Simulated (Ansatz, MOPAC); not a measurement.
Species: C₂F₃ (charge +1, singlet). SMILES of the parent species: FC(F)=[C]F

Atoms: F1, C2, C3, F4, F5. Bonds: F1-C2, C2-C3, C3-F4, C3-F5.

Bond lengths (Å) and angles (degrees) optimised at PM6 with MOPAC; PBE/6-31G* with Ansatz (a program for electronic structure); B3LYP/LANL2DZ with Ansatz, each started from the B3LYP-D3(BJ)/def2-TZVP structure (Ansatz) of the last column. A row stands for all coordinates that are equal there. 6-31G* holds six Cartesian d functions. No wavenumbers were computed at PBE/6-31G*, B3LYP/LANL2DZ, so these may be saddle points.

| coordinate | PM6 | PBE/6-31G* | B3LYP/LANL2DZ | B3LYP-D3(BJ)/def2-TZVP |
|---|---|---|---|---|
| F1-C2 | 1.235 | 1.248 | 1.270 | 1.230 |
| C2-C3 | 1.545 | 1.440 | 1.395 | 1.425 |
| C3-F4 | 1.281 | 1.283 | 1.324 | 1.264 |
| F1-C2-C3 | 121.0 | 128.5 | 139.2 | 129.6 |
| C2-C3-F4 | 122.0 | 118.3 | 119.8 | 119.2 |
| F4-C3-F5 | 109.7 | 117.2 | 117.1 | 117.3 |

Mean signed difference of all 4 bond lengths from B3LYP-D3(BJ)/def2-TZVP: PM6 0.040 Å, PBE/6-31G* 0.018 Å, B3LYP/LANL2DZ 0.033 Å.
